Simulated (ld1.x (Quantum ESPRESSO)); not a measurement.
# An all-electron radial function and its pseudo partner (tungsten)

Columns: radius, all-electron u(r) and pseudo u(r) of the 5p shell (level -44.03 eV) of tungsten in the configuration [Kr] 4d10 4f14 5s2 5p6 5d4 6s1.5 6p0.5; PBE, scalar-relativistic, RRKJ scheme, ld1.x (Quantum ESPRESSO) 7.5.

| r (bohr) | all-electron | pseudo |
| --- | --- | --- |
| 0.105 | -0.2197 | -0.0069 |
| 0.210 | -0.1231 | -0.0327 |
| 0.315 | 0.4429 | -0.0892 |
| 0.420 | 0.5009 | -0.1882 |
| 0.525 | 0.1829 | -0.3322 |
| 0.630 | -0.2306 | -0.5101 |
| 0.735 | -0.5867 | -0.6978 |
| 0.840 | -0.8359 | -0.8647 |
| 0.945 | -0.9797 | -0.9842 |
| 1.050 | -1.0375 | -1.0415 |
| 1.155 | -1.0329 | -1.0386 |
| 1.260 | -0.9867 | -0.9901 |
| 1.365 | -0.9155 | -0.9160 |
| 1.470 | -0.8315 | -0.8315 |
| 1.575 | -0.7432 | -0.7432 |
| 1.680 | -0.6561 | -0.6561 |
| 1.785 | -0.5737 | -0.5737 |
| 1.890 | -0.4978 | -0.4978 |
| 1.995 | -0.4293 | -0.4293 |
| 2.100 | -0.3684 | -0.3684 |
| 2.205 | -0.3149 | -0.3149 |
| 2.310 | -0.2682 | -0.2682 |
| 2.415 | -0.2278 | -0.2278 |
| 2.520 | -0.1930 | -0.1930 |
| 2.625 | -0.1632 | -0.1632 |
| 2.730 | -0.1377 | -0.1377 |

(1) How many radial nodes do the two functions have?

(2) At about which radius was the pseudo-wave matched?

(3) Where does each function peak?

(4) Is the pseudo-wave norm-conserving?

Answers

(1) The all-electron 5p function has n − l − 1 = 3 (the table is too coarse to show those close to the nucleus); the pseudo-wave has 0, since the states of the same l below it are removed with the core.

(2) 1.45 bohr, where the columns begin to agree (steps of 0.10 bohr).

(3) Outermost all-electron maximum near 1.05 bohr, pseudo maximum near 1.05 bohr (to the table’s step).

(4) Yes: the RRKJ scheme keeps the norm inside the radius equal to the all-electron one, which fixes the energy derivative of the logarithmic derivative at the level.
